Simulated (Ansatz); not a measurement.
```yaml
atoms:
  - { symbol: S, position_ang: [0.0108, -0.0184, -0.9068] }
  - { symbol: S, position_ang: [-0.0294, -0.0252, 0.9204] }
```

Basis set: STO-3G (spherical functions). Frozen core: 10 orbitals. Charge 0, multiplicity 3.

Computed with Ansatz (development build ahead of 0.2.0); each method stands on the lowest determinant of its kind that the runs found.

Question: Give the atomization energy at this shape (free ground-state atoms in the same class of orbitals less the molecule, no zero-point energy) of triplet S₂ by UHF-MP2, UHF.

Answer:

```csv
method,atomization energy
UHF-MP2,2.81 eV
UHF,1.51 eV
```

This basis has no polarisation functions and is too small for such energies, which can lie far from measured ones in either direction.
